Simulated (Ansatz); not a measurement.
Geometry optimisation, DFT PBE, scalar-relativistic, plane waves, PAW (Ansatz).

Input file:

```yaml
crystal:
  lattice:
    - [0.0, 5.43, 5.43]
    - [5.43, 0.0, 5.43]
    - [5.43, 5.43, 0.0]
  atoms:
    - { symbol: Si, position: [0.0, 0.0, 0.0] }
    - { symbol: Si, position: [0.125, 0.125, 0.125] }
    - { symbol: Si, position: [0.0, 0.0, 0.5] }
    - { symbol: Si, position: [0.125, 0.125, 0.625] }
    - { symbol: Si, position: [0.0, 0.5, 0.0] }
    - { symbol: Si, position: [0.125, 0.625, 0.125] }
    - { symbol: Si, position: [0.0, 0.5, 0.5] }
    - { symbol: Si, position: [0.125, 0.625, 0.625] }
    - { symbol: Si, position: [0.5, 0.0, 0.0] }
    - { symbol: Si, position: [0.625, 0.125, 0.125] }
    - { symbol: Si, position: [0.5, 0.0, 0.5] }
    - { symbol: Si, position: [0.625, 0.125, 0.625] }
    - { symbol: Si, position: [0.5, 0.5, 0.0] }
    - { symbol: Si, position: [0.625, 0.625, 0.125] }
    - { symbol: Si, position: [0.5, 0.5, 0.5] }
    - { symbol: Si, position: [0.625, 0.625, 0.625] }
    - { symbol: Co, position: [0.8095219, 0.807638, 0.566142], spin: 1.0 }
magnetization:
  spin_polarized: true
basis:
  ecutwfc: 420.0
kpoints:
  mp_grid: { grid: [2, 2, 2] }
hamiltonian:
  xc: pbe
  pseudopotentials: { kind: paw, azcp: { folder: soft_1 } }
scf:
  occupations: { method: gaussian, width: 0.02 }
  lower_state_search: "off"
relax:
  f_tol: 0.03
  max_steps: 60
  adjacent_minimum: "off"
```

Run as:

```bash
$ ansatz run input.yaml --threads 2 --pin off --max-ram 5120MiB --backend cpu --events-out ev --progress --plain --runs-dir out
```

**Question.** Where does it end, and by what steps?

**Answer.** The run converged. The force dipped under the threshold on the way, but the program's further checks kept it going. Limits of this set-up: coarse k mesh, a small cell, in which the defect meets its images. After 11 steps the energy has fallen by 0.439 eV; Co17 moved furthest, 0.53 Å. Joined: Si14–Co17 (3.50 → 2.72 Å).

```tsv
step	energy less start (eV)	largest force component (eV/Å)	accepted
0	0.0000	1.269	yes
1	-0.2282	0.550	yes
2	-0.2772	0.147	yes
3	-0.2909	0.155	yes
4	-0.3541	0.407	yes
5	-0.4029	0.254	yes
6	-0.4318	0.091	yes
7	-0.4342	0.072	yes
8	-0.4377	0.027	yes
9	-0.4382	0.020	yes
10	-0.4384	0.007	yes
11	-0.4385	0.004	yes
```

```xyz
17
Lattice="0.0000 5.4300 5.4300 5.4300 0.0000 5.4300 5.4300 5.4300 0.0000" Properties=species:S:1:pos:R:3
Si 0.017 0.018 -0.034
Si 1.362 1.363 1.347
Si 2.702 2.702 -0.001
Si 4.088 4.089 1.313
Si 2.651 0.017 2.766
Si 4.080 1.364 4.041
Si 5.425 2.726 2.721
Si 6.728 4.141 4.113
Si 0.016 2.651 2.767
Si 1.363 4.081 4.042
Si 2.726 5.425 2.722
Si 4.141 6.728 4.115
Si 2.672 2.673 5.378
Si 3.919 3.920 6.933
Si 5.307 5.306 5.607
Si 6.774 6.775 6.729
Co 7.790 7.790 8.522
```

The run took 2 min on 2 threads of Arm Neoverse V1 (shared host), peak memory 0.74 GiB.
